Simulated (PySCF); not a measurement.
Sn(H)2(F)(OH) (FH3OSn), SMILES [OH][SnH2][F]. Atoms are numbered in the order given.

```xyz
6

Sn     0.2970     0.0235     0.0000
O     -0.7750    -1.6054     0.0000
F     -1.0250     1.4197     0.0000
H      1.1476     0.1545    -1.4636
H      1.1476     0.1545     1.4636
H     -1.7178    -1.4197     0.0000
```
Charge 0, spin multiplicity 1.

Coordinates come from a PBE0-D3(BJ)/def2-TZVP optimisation. The geometry has at least one imaginary mode, so it is a saddle point at that level. The def2 effective core potentials stand for the cores of Sn; spin–orbit coupling is left out. One conformer was computed; it need not be the lowest.

Level of theory: B3LYP/def2-TZVPD in PySCF.

Symmetry labels are those of the subgroup Cs that the program uses (full group Cs).

Q: List the valence orbital energies around the gap with their symmetry. (Estimate from the structure and the level; the computed values follow.)

A: 
```tsv
orbital	symmetry	energy (eV)
HOMO−7	A'	-15.03
HOMO−6	A'	-12.75
HOMO−5	A"	-11.12
HOMO−4	A'	-11.10
HOMO−3	A'	-10.72
HOMO−2	A"	-9.81
HOMO−1	A'	-9.46
HOMO	A"	-8.53
LUMO	A'	-1.15
LUMO+1	A'	-0.97
LUMO+2	A'	-0.46
LUMO+3	A'	0.31
```
